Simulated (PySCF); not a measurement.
These are PBE-D3(BJ)/def2-TZVP // B3LYP-D3(BJ)/def2-TZVP (PySCF) values and carry that method's errors. All species are isolated molecules in the gas phase. 

Reference species (SMILES): `[F][Ge]([F])([F])[F]` (neutral, multiplicity 1).

The dipole moment is 0.00 D.

Changed species: `[F][GeH2][F]` (whole molecule; the reference has whole molecule).

### Question
Predict the effect on the dipole moment.

### Answer
the dipole moment increases by 2.48 D, to 2.48 D.
